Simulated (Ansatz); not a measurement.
Consider the redistribution: `C[SiH](F)[SiH2]S` + `CO[SiH2]N` → `C[SiH](F)[SiH2]N` + `CO[SiH2]S`.

Isolated molecules relaxed with PBE0-D4/def2-TZVP in Ansatz; ΔE leaves out vibrations. CCSD(T)/CBS is the MP2 limit (def2-TZVPP, def2-QZVPP) plus CCSD(T) − MP2 in def2-TZVPP, frozen cores. This one scheme is used for every species. Functionals use def2-TZVPP. B3LYP here is the variant with VWN-RPA as its local correlation; programs differ in this. One conformer a species, not always the lowest.

`C[SiH](F)[SiH2]S`:

Cartesian coordinates in Å:
```
C -1.066 1.438 0.720
Si -0.806 -0.401 0.731
F -0.257 -0.846 2.177
Si 0.747 -1.072 -0.897
S 2.435 0.234 -0.681
H -1.476 1.750 -0.244
H -0.126 1.971 0.876
H -1.769 1.734 1.502
H -2.092 -1.119 0.516
H 1.143 -2.496 -0.737
H 0.139 -0.918 -2.250
H 3.129 -0.274 -1.714
```

`CO[SiH2]N`:

Cartesian coordinates in Å:
```
C -1.229 -0.443 1.134
O -1.150 0.008 -0.195
Si 0.201 0.713 -0.815
N 1.609 -0.248 -0.859
H -0.539 -1.274 1.318
H -1.003 0.360 1.848
H -2.247 -0.791 1.321
H 0.563 1.890 0.022
H -0.207 1.070 -2.191
H 2.290 -0.238 -0.120
H 1.713 -1.046 -1.463
```

`C[SiH](F)[SiH2]N`:

Z-matrix (Å, degrees):
```
C
Si 1 1.864
H 1 1.093 2 110.8
H 1 1.092 2 111.6 3 -120.7
H 1 1.094 2 109.9 3 119.0
F 2 1.612 1 108.5 3 58.0
Si 2 2.349 1 111.9 3 178.5
H 2 1.489 1 109.4 3 -57.9
N 7 1.729 2 106.7 1 45.1
H 7 1.488 2 111.6 1 161.5
H 7 1.498 2 109.5 1 -80.6
H 9 1.008 7 119.5 2 -58.1
H 9 1.008 7 119.1 2 161.5
```

`CO[SiH2]S`:

Z-matrix (Å, degrees):
```
C
O 1 1.410
H 1 1.091 2 108.1
H 1 1.096 2 111.7 3 119.3
H 1 1.095 2 111.3 3 -119.1
Si 2 1.639 1 122.6 3 -170.3
S 6 2.120 2 109.8 1 171.1
H 6 1.488 2 108.6 1 49.0
H 6 1.485 2 111.9 1 -72.6
H 7 1.344 6 94.3 2 -69.2
```

Is it downhill or uphill in electronic energy at CCSD(T)/CBS, and by how much? (Estimate.)

The calculation gave: Uphill: ΔE = +23.1 kJ/mol.

What do these levels give: r2SCAN-D4, B3LYP-D4, B3LYP, HF/def2-TZVPP, HF/def2-QZVPP, HF/CBS(def2)? (Best estimate.)

Ansatz gave: r2SCAN-D4 23.3, B3LYP-D4 23.1, B3LYP 21.0, HF/def2-TZVPP 20.6, HF/def2-QZVPP 20.5, HF/CBS(def2) 20.5 kJ/mol.

Largest T1 diagnostic among the species: 0.012.
